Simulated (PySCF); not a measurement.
## input.py for CdC⁺

The script input.py:

```python
from pyscf import gto, dft

mol = gto.M(
    atom='Cd 0 0 0; C 0 0 2.321',
    basis='3-21g',
    charge=1,
    spin=3,
    symmetry=True,
    verbose=4,
)
mf = dft.UKS(mol, xc='bp86')
mf.kernel()
mf.analyze()
print('orbital energies (hartree):', [e[max(0, n-3):n+3].round(4) for e, n in zip(mf.mo_energy, mol.nelec)])
```

```bash
$ OMP_NUM_THREADS=1 python input.py
```

Output (some set-up lines and the per-cycle HOMO/LUMO lines with their warnings removed):

```
PySCF version 2.14.0

[INPUT] verbose = 4
[INPUT] num. atoms = 2
[INPUT] num. electrons = 53
[INPUT] charge = 1
[INPUT] spin (= nelec alpha-beta = 2S) = 3
[INPUT] symmetry True subgroup None
[INPUT] Mole.unit = angstrom
[INPUT] Symbol           X                Y                Z      unit          X                Y                Z       unit  Magmom
[INPUT]  1 Cd     0.000000000000   0.000000000000   0.000000000000 AA    0.000000000000   0.000000000000   0.000000000000 Bohr   0.0
[INPUT]  2 C      0.000000000000   0.000000000000   2.321000000000 AA    0.000000000000   0.000000000000   4.386054335116 Bohr   0.0

nuclear repulsion = 65.6626612429815
point group symmetry = Coov
symmetry origin: [0.         0.         0.48733937]
symmetry axis x: [1. 0. 0.]
symmetry axis y: [0. 1. 0.]
symmetry axis z: [0. 0. 1.]
num. orbitals of irrep A1 = 19
num. orbitals of irrep E1x = 10
num. orbitals of irrep E1y = 10
num. orbitals of irrep E2x = 3
num. orbitals of irrep E2y = 3
number of shells = 19
number of NR pGTOs = 96
number of NR cGTOs = 45
basis = 3-21g
ecp = {}

******** <class 'pyscf.dft.uks_symm.SymAdaptedUKS'> ********
method = SymAdaptedUKS
initial guess = minao
damping factor = 0
level_shift factor = 0
DIIS = <class 'pyscf.scf.diis.CDIIS'>
diis_start_cycle = 1
diis_space = 8
diis_damp = 0
SCF conv_tol = 1e-09
SCF conv_tol_grad = None
SCF max_cycles = 50
direct_scf = True
direct_scf_tol = 1e-13
number electrons alpha = 28  beta = 25
XC library pyscf.dft.libxc version 7.0.0
    S. Lehtola, C. Steigemann, M. J.T. Oliveira, and M. A.L. Marques.,  SoftwareX 7, 1–5 (2018)
XC functionals = bp86
    A. D. Becke.,  Phys. Rev. A 38, 3098 (1988)
    J. P. Perdew.,  Phys. Rev. B 33, 8822 (1986)
radial grids:
    Treutler-Ahlrichs [JCP 102, 346 (1995); DOI:10.1063/1.469408] (M4) radial grids

becke partition: Becke, JCP 88, 2547 (1988); DOI:10.1063/1.454033
pruning grids: <function nwchem_prune>
grids dens level: 3
symmetrized grids: True
atomic radii adjust function: <function treutler_atomic_radii_adjust>
small_rho_cutoff = 0
Freeze 0 electrons in irreps []
    53 free electrons in irreps A1 E1x E1y E2x E2y
Set gradient conv threshold to 3.16228e-05
tot grids = 36512
init E= -5469.95256886957

cycle= 1 E= -5480.14447796769  delta_E= -10.2  |g|= 0.199  |ddm|=  1.4

cycle= 2 E= -5480.15717170833  delta_E= -0.0127  |g|= 0.161  |ddm|= 0.388

cycle= 3 E= -5480.16095825295  delta_E= -0.00379  |g|= 0.0796  |ddm|= 0.304

cycle= 4 E= -5480.16679155127  delta_E= -0.00583  |g|= 0.033  |ddm|= 0.254

cycle= 5 E= -5480.16793299516  delta_E= -0.00114  |g|= 0.00572  |ddm|= 0.0563

cycle= 6 E= -5480.16797537449  delta_E= -4.24e-05  |g|= 0.00112  |ddm|= 0.0141

cycle= 7 E= -5480.16797750938  delta_E= -2.13e-06  |g|= 0.000485  |ddm|= 0.00384

cycle= 8 E= -5480.16797784089  delta_E= -3.32e-07  |g|= 0.000107  |ddm|= 0.00173

cycle= 9 E= -5480.16797785652  delta_E= -1.56e-08  |g|= 4.44e-06  |ddm|= 0.000267

cycle= 10 E= -5480.16797785655  delta_E= -3.82e-11  |g|= 9.88e-07  |ddm|= 1.4e-05

Extra cycle  E= -5480.16797785653  delta_E= 2e-11  |g|= 2.32e-06  |ddm|= 6.84e-06
converged SCF energy = -5480.16797785653  <S^2> = 3.7542997  2S+1 = 4.0021493
**** SCF Summaries ****
Total Energy =                       -5480.167977856534890
Nuclear Repulsion Energy =              65.662661242981471
One-electron Energy =                -7683.220545794396457
Two-electron Energy =                 2137.389906694880210
Two-electron Coulomb Energy =         2293.809688622777685
DFT Exchange-Correlation Energy =     -156.419781927897304
**** MO energy ****
[21 lines left out]
alpha MO #22 (E1y #5), energy= -0.796933859374685 occ= 1
alpha MO #23 (E2x #2), energy= -0.79504871358308 occ= 1
alpha MO #24 (E2y #2), energy= -0.79504871358308 occ= 1
alpha MO #25 (A1 #11), energy= -0.721783801786721 occ= 1
alpha MO #26 (A1 #12), energy= -0.488536085004634 occ= 1
alpha MO #27 (E1x #6), energy= -0.409641714935517 occ= 1
alpha MO #28 (E1y #6), energy= -0.409641714935517 occ= 1
alpha MO #29 (A1 #13), energy= -0.387920165257029 occ= 0
alpha MO #30 (E1x #7), energy= -0.257408613498995 occ= 0
alpha MO #31 (E1y #7), energy= -0.257408613498995 occ= 0
[14 lines left out]
[18 lines left out]
beta  MO #19 (E1y #4), energy= -2.63054663244466 occ= 1
beta  MO #20 (A1 #10), energy= -0.802459020019008 occ= 1
beta  MO #21 (E1x #5), energy= -0.791730965066206 occ= 1
beta  MO #22 (E1y #5), energy= -0.791730965066206 occ= 1
beta  MO #23 (E2x #2), energy= -0.790029311676985 occ= 1
beta  MO #24 (E2y #2), energy= -0.790029311676985 occ= 1
beta  MO #25 (A1 #11), energy= -0.627941188124728 occ= 1
beta  MO #26 (A1 #12), energy= -0.43346654574171 occ= 0
beta  MO #27 (A1 #13), energy= -0.321785270641254 occ= 0
beta  MO #28 (E1x #6), energy= -0.303586152146003 occ= 0
[17 lines left out]
 ** Mulliken pop alpha/beta on meta-lowdin orthogonal AOs **
 ** Mulliken pop       alpha | beta **
pop of  0 Cd 1s        1.00000 | 1.00000
pop of  0 Cd 2s        0.99999 | 0.99999
pop of  0 Cd 3s        0.99995 | 0.99989
pop of  0 Cd 4s        0.99989 | 0.99971
pop of  0 Cd 5s        0.65000 | 0.11805
pop of  0 Cd 6s        0.01384 | 0.00134
pop of  0 Cd 2px       1.00000 | 1.00000
pop of  0 Cd 2py       1.00000 | 1.00000
pop of  0 Cd 2pz       1.00000 | 1.00000
pop of  0 Cd 3px       0.99996 | 0.99996
pop of  0 Cd 3py       0.99996 | 0.99996
pop of  0 Cd 3pz       0.99996 | 0.99997
[33 lines left out]
In total            28.00000 | 25.00000
 ** Mulliken atomic charges   ( Nelec_alpha | Nelec_beta ) **
charge of  0Cd =      1.15825  (    23.72921     23.11255 )
charge of  1C =     -0.15825  (     4.27079      1.88745 )

WARN: System has nonzero charge 1; the dipole moment is origin-dependent.
Location of origin: [0. 0. 0.]

Dipole moment(X, Y, Z, Debye):  0.00000,  0.00000, -1.08940
orbital energies (hartree): [array([-0.4885, -0.4096, -0.4096, -0.3879, -0.2574, -0.2574]), array([-0.79  , -0.79  , -0.6279, -0.4335, -0.3218, -0.3036])]
```

In short: E(SCF) = -5480.167978 Eh, 10 cycles, ⟨S²⟩ = 3.754.

Hardware: AMD EPYC 7R13, 1 thread, shared host. Wall time 3.4 s, peak memory 0.18 GiB.

No relativity is included for the heavy element. The basis is very small, so the numbers show the basis as much as the system. The bond length is a typed value, not an optimised one. The dipole of an ion depends on the origin. No search for the lowest solution was made.
